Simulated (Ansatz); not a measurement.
Job for Ansatz (a quantum-chemistry and plane-wave program): U-wB97X-V/def2-TZVPP on BrCl, a point of a bond scan (R = 2.923 Å).

Ansatz 0.2 input:
```yaml
crystal:
  periodic: [false, false, false]
  atoms:
    - {symbol: Br, position_ang: [-0.00000000, -0.00000000, -0.70788430]}
    - {symbol: Cl, position_ang: [0.00000000, 0.00000000, 2.21526147]}
basis:
  gaussian:
    orbitals: def2-TZVPP
hamiltonian:
  xc: {name: wB97X-V}
magnetization: {spin_polarized: true, initial_magnetization: 0}
```

Q: What total energy does the run end on?

A: -3033.9693 hartree. Its determinant has ⟨S²⟩ = 0.65, a mixture of spin states.

Q: How many basis functions does it have, and what does it roughly cost on one machine?

A: 90 functions; around 28 core-seconds (rough).
